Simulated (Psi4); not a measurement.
Input for Psi4: SAPT0/jun-cc-pV(D+d)Z on H8Si2 (a complex), monomers drawn apart or pushed together.

```
memory 2025 MB

molecule dimer {
0 1
Si    0.01753434   -0.16762224   -0.10150452
H     1.06879216    0.87345654   -0.08739598
H    -1.07625700    0.22539958    0.81558087
H     0.58978556   -1.45799786    0.34195421
H    -0.52126322   -0.30918478   -1.47336801
--
0 1
Si   -0.02252818    0.21699247    4.50277660
H    -0.82886420   -0.99947335    4.25976963
H     1.11277298    0.25095140    3.55315220
H     0.49889962    0.19768458    5.88844726
H    -0.86338316    1.41863274    4.30668860
units angstrom
symmetry c1
no_reorient
no_com
}

set {
  basis jun-cc-pV(D+d)Z
  scf_type df
  freeze_core true
}

energy('sapt0')
```

It printed:

```
[...]
==> Input File <==

--------------------------------------------------------------------------
memory 2025 MB

molecule dimer {
0 1
Si    0.01753434   -0.16762224   -0.10150452
H     1.06879216    0.87345654   -0.08739598
H    -1.07625700    0.22539958    0.81558087
H     0.58978556   -1.45799786    0.34195421
H    -0.52126322   -0.30918478   -1.47336801
--
0 1
Si   -0.02252818    0.21699247    4.50277660
H    -0.82886420   -0.99947335    4.25976963
H     1.11277298    0.25095140    3.55315220
H     0.49889962    0.19768458    5.88844726
H    -0.86338316    1.41863274    4.30668860
units angstrom
symmetry c1
no_reorient
no_com
}

set {
  basis jun-cc-pV(D+d)Z
  scf_type df
  freeze_core true
}

energy('sapt0')
--------------------------------------------------------------------------


   => Loading Basis Set <=

    Name: JUN-CC-PV(D+D)Z
    Role: ORBITAL
    Keyword: BASIS
    atoms 1, 6      entry SI         line   566 file jun-cc-pv_dpd_z.gbs
    atoms 2-5, 7-10 entry H          line    60 file jun-cc-pv_dpd_z.gbs

   => Loading Basis Set <=

    Name: JUN-CC-PV(D+D)Z
    Role: ORBITAL
    Keyword: BASIS
    atoms 1, 6      entry SI         line   566 file jun-cc-pv_dpd_z.gbs
    atoms 2-5, 7-10 entry H          line    60 file jun-cc-pv_dpd_z.gbs


  //>>>>>>>>>>>>>>>>>>>>>>>>>>>>>>>>>>>//
  //              Dimer HF             //
  //<<<<<<<<<<<<<<<<<<<<<<<<<<<<<<<<<<<//

   => Libint2 <=

    Primary   basis highest AM E, G, H:  7, 6, 3
    Auxiliary basis highest AM E, G, H:  7, 7, 4
    Onebody   basis highest AM E, G, H:  -, -, -
    Solid Harmonics ordering:            Gaussian


   => Loading Basis Set <=

    Name: JUN-CC-PV(D+D)Z
    Role: ORBITAL
    Keyword: BASIS
    atoms 1, 6      entry SI         line   566 file jun-cc-pv_dpd_z.gbs
    atoms 2-5, 7-10 entry H          line    60 file jun-cc-pv_dpd_z.gbs


         ---------------------------------------------------------
                                   SCF
               by Justin Turney, Rob Parrish, Andy Simmonett
                          and Daniel G. A. Smith
                              RHF Reference
                        1 Threads,   1931 MiB Core
         ---------------------------------------------------------

  ==> Geometry <==

    Molecular point group: c1
    Full point group: C1

    Geometry (in Angstrom), charge = 0, multiplicity = 1:

       Center              X                  Y                   Z               Mass
    ------------   -----------------  -----------------  -----------------  -----------------
         SI           0.017534340000    -0.167622240000    -0.101504520000    27.976926534650
         H            1.068792160000     0.873456540000    -0.087395980000     1.007825032230
         H           -1.076257000000     0.225399580000     0.815580870000     1.007825032230
         H            0.589785560000    -1.457997860000     0.341954210000     1.007825032230
         H           -0.521263220000    -0.309184780000    -1.473368010000     1.007825032230
         SI          -0.022528180000     0.216992470000     4.502776600000    27.976926534650
         H           -0.828864200000    -0.999473350000     4.259769630000     1.007825032230
         H            1.112772980000     0.250951400000     3.553152200000     1.007825032230
         H            0.498899620000     0.197684580000     5.888447260000     1.007825032230
         H           -0.863383160000     1.418632740000     4.306688600000     1.007825032230

  Running in c1 symmetry.

  Rotational constants: A =      1.33461  B =      0.02544  C =      0.02541 [cm^-1]
  Rotational constants: A =  40010.65380  B =    762.70510  C =    761.71147 [MHz]
  Nuclear repulsion =   79.623981531666089

  Charge       = 0
  Multiplicity = 1
  Electrons    = 36
  Nalpha       = 18
  Nbeta        = 18

  ==> Algorithm <==

  SCF Algorithm Type is DF.
  DIIS enabled.
  MOM disabled.
  Fractional occupation disabled.
  Guess Type is SAD.
  Energy threshold   = 1.00e-08
  Density threshold  = 1.00e-08
  Integral threshold = 1.00e-12

  ==> Primary Basis <==

  Basis Set: JUN-CC-PV(D+D)Z
    Blend: JUN-CC-PV(D+D)Z
    Number of shells: 46
    Number of basis functions: 94
    Number of Cartesian functions: 98
    Spherical Harmonics?: true
    Max angular momentum: 2

   => Loading Basis Set <=

    Name: (JUN-CC-PV(D+D)Z AUX)
    Role: JKFIT
    Keyword: DF_BASIS_SCF
    atoms 1, 6      entry SI         line   506 file jun-cc-pvdz-jkfit.gbs
    atoms 2-5, 7-10 entry H          line    70 file jun-cc-pvdz-jkfit.gbs

  ==> Integral Setup <==

  DFHelper Memory: AOs need 0.029 GiB; user supplied 1.414 GiB.
  SCF_SUBTYPE=INCORE selected. In-core MEM_DF algorithm will be used.
  Using in-core AOs.

  ==> MemDFJK: Density-Fitted J/K Matrices <==

    J tasked:                   Yes
    K tasked:                   Yes
    wK tasked:                   No
    OpenMP threads:               1
    Algorithm:                 Core
    Schwarz Cutoff:          
[...]
    2.161473    71A      2.258376    72A      2.266957
      73A      2.268451    74A      2.334711    75A      2.336120
      76A      2.498686    77A      2.830952    78A      2.833253
      79A      2.835377    80A      3.380658    81A      3.382111
      82A      3.446404    83A      3.446492    84A      3.446880
      85A      4.629135    86A      6.643348    87A      6.644612
      88A      6.714167    89A      6.714257    90A      6.714922
      91A     14.139668    92A     14.140826    93A     14.153987
      94A    103.596283

    Final Occupation by Irrep:
              A
    DOCC [     9 ]
    NA   [     9 ]
    NB   [     9 ]

  @DF-RHF Final Energy:  -291.25005331964763

   => Energetics <=

    Nuclear Repulsion Energy =             21.3353948406571021
    One-Electron Energy =                -445.5832986829140623
    Two-Electron Energy =                 132.9978505226093262
    Total Energy =                       -291.2500533196476340

Computation Completed


Properties will be evaluated at   0.000000,   0.000000,   0.000000 [a0]

Properties computed using the SCF density matrix


 Multipole Moments:

 ------------------------------------------------------------------------------------
     Multipole            Electronic (a.u.)      Nuclear  (a.u.)        Total (a.u.)
 ------------------------------------------------------------------------------------

 L = 1.  Multiply by 2.5417464519 to convert [e a0] to [Debye]
 Dipole X            :          0.7454536           -0.7482735           -0.0028199
 Dipole Y            :         -7.3809081            7.3806843           -0.0002238
 Dipole Z            :       -153.1536083          153.1565012            0.0028928
 Magnitude           :                                                    0.0040460

 ------------------------------------------------------------------------------------

  Constructing Basis Sets for SAPT...

   => Loading Basis Set <=

    Name: (JUN-CC-PV(D+D)Z AUX)
    Role: RIFIT
    Keyword: DF_BASIS_SAPT
    atoms 1, 6      entry SI         line   376 file jun-cc-pvdz-ri.gbs
    atoms 2-5, 7-10 entry H          line    30 file jun-cc-pvdz-ri.gbs

   => Loading Basis Set <=

    Name: (JUN-CC-PV(D+D)Z AUX)
    Role: JKFIT
    Keyword: DF_BASIS_ELST
    atoms 1, 6      entry SI         line   506 file jun-cc-pvdz-jkfit.gbs
    atoms 2-5, 7-10 entry H          line    70 file jun-cc-pvdz-jkfit.gbs


  //>>>>>>>>>>>>>>>>>>>>>>>>>>>>>>>>>>>//
  //               SAPT0               //
  //<<<<<<<<<<<<<<<<<<<<<<<<<<<<<<<<<<<//



        SAPT0
    Ed Hohenstein
     6 June 2009

      Orbital Information
  --------------------------
    NSO        =        94
    NMO        =        94
    NRI        =       282
    NRI (Elst) =       426
    NOCC A     =         9
    NOCC B     =         9
    FOCC A     =         5
    FOCC B     =         5
    NVIR A     =        85
    NVIR B     =        85

    Elst10,r            =    -0.000226074989 [Eh]
    Exch10              =     0.000470789852 [Eh]
    Exch10 (S^2)        =     0.000470549311 [Eh]

    Maxiter = 50
    CPHF R converge = 1.000000E-08

    Iter     Energy [mEh]          dE [mEh]         Residual      Time [s]
       1      -0.05079509       0.050795088     8.407396e-04             0
       2      -0.06214838       0.011353294     1.264697e-04             0
       3      -0.06175325      -0.000395134     2.474792e-05             0
       4      -0.06177712       0.000023875     5.532113e-06             0
       5      -0.06178194       0.000004821     1.002184e-06             0
       6      -0.06178024      -0.000001698     1.521584e-07             0
       7      -0.06178047       0.000000221     2.202625e-08             0
       8      -0.06178045      -0.000000011     3.128735e-09             0

    CHF Iterations converged

    Maxiter = 50
    CPHF R converge = 1.000000E-08

    Iter     Energy [mEh]          dE [mEh]         Residual      Time [s]
       1      -0.05042976       0.050429763     8.368334e-04             0
       2      -0.06168365       0.011253888     1.259201e-04             0
       3      -0.06129180      -0.000391854     2.465776e-05             0
       4      -0.06131542       0.000023627     5.511202e-06             0
       5      -0.06132023       0.000004808     9.983557e-07             0
       6      -0.06131854      -0.000001687     1.513170e-07             0
       7      -0.06131876       0.000000219     2.191552e-08             0
       8      -0.06131875      -0.000000011     3.114874e-09             0

    CHF Iterations converged

    Ind20,r (A<-B)      =    -0.000061780454 [Eh]
    Ind20,r (B<-A)      =    -0.000061318752 [Eh]
    Ind20,r             =    -0.000123099206 [Eh]
    Exch-Ind20,r (A<-B) =     0.000047980934 [Eh]
    Exch-Ind20,r (B<-A) =     0.000047614300 [Eh]
    Exch-Ind20,r        =     0.000095595234 [Eh]
    Disp20              =    -0.000786179970 [Eh]
    Disp20 (SS)         =    -0.000393089985 [Eh]
    Disp20 (OS)         =    -0.000393089985 [Eh]
    Exch-Disp20         =     0.000033085997 [Eh]
    Exch-Disp20 (SS)    =     0.000018917753 [Eh]
    Exch-Disp20 (OS)    =     0.000014168244 [Eh]

    SAPT Results
  --------------------------------------------------------------------------------------------------------
    Electrostatics                 -0.22607499 [mEh]      -0.14186420 [kcal/mol]      -0.59355980 [kJ/mol]
      Elst10,r                     -0.22607499 [mEh]      -0.14186420 [kcal/mol]      -0.59355980 [kJ/mol]

    Exchange                        0.47078985 [mEh]       0.29542509 [kcal/mol]       1.23605859 [kJ/mol]
      Exch10                        0.47078985 [mEh]       0.29542509 [kcal/mol]       1.23605859 [kJ/mol]
      Exch10(S^2)                   0.47054931 [mEh]       0.29527415 [kcal/mol]       1.23542705 [kJ/mol]

    Induction                      -0.06434326 [mEh]      -0.04037601 [kcal/mol]      -0.16893321 [kJ/mol]
      Ind20,r                      -0.12309921 [mEh]      -0.07724592 [kcal/mol]      -0.32319692 [kJ/mol]
      Exch-Ind20,r                  0.09559523 [mEh]       0.05998691 [kcal/mol]       0.25098525 [kJ/mol]
      delta HF,r (2)               -0.03683929 [mEh]      -0.02311700 [kcal/mol]      -0.09672155 [kJ/mol]

    Dispersion                     -0.75309397 [mEh]      -0.47257360 [kcal/mol]      -1.97724796 [kJ/mol]
      Disp20                       -0.78617997 [mEh]      -0.49333538 [kcal/mol]      -2.06411523 [kJ/mol]
      Exch-Disp20                   0.03308600 [mEh]       0.02076178 [kcal/mol]       0.08686727 [kJ/mol]
      Disp20 (SS)                  -0.39308999 [mEh]      -0.24666769 [kcal/mol]      -1.03205761 [kJ/mol]
      Disp20 (OS)                  -0.39308999 [mEh]      -0.24666769 [kcal/mol]      -1.03205761 [kJ/mol]
      Exch-Disp20 (SS)              0.01891775 [mEh]       0.01187107 [kcal/mol]       0.04966855 [kJ/mol]
      Exch-Disp20 (OS)              0.01416824 [mEh]       0.00889071 [kcal/mol]       0.03719872 [kJ/mol]

  Total HF                          0.18037160 [mEh]       0.11318489 [kcal/mol]       0.47356557 [kJ/mol]
  Total SAPT0                      -0.57272237 [mEh]      -0.35938872 [kcal/mol]      -1.50368238 [kJ/mol]

  Special recipe for scaled SAPT0 (see Manual):
    Electrostatics sSAPT0          -0.22607499 [mEh]      -0.14186420 [kcal/mol]      -0.59355980 [kJ/mol]
    Exchange sSAPT0                 0.47078985 [mEh]       0.29542509 [kcal/mol]       1.23605859 [kJ/mol]
    Induction sSAPT0               -0.06419659 [mEh]      -0.04028397 [kcal/mol]      -0.16854811 [kJ/mol]
    Dispersion sSAPT0              -0.75304321 [mEh]      -0.47254175 [kcal/mol]      -1.97711467 [kJ/mol]
  Total sSAPT0                     -0.57252493 [mEh]      -0.35926482 [kcal/mol]      -1.50316400 [kJ/mol]
  --------------------------------------------------------------------------------------------------------



*** Psi4 exiting successfully. Buy a developer a beer!
```

The run finished.

Cost: roughly 8 core-seconds.
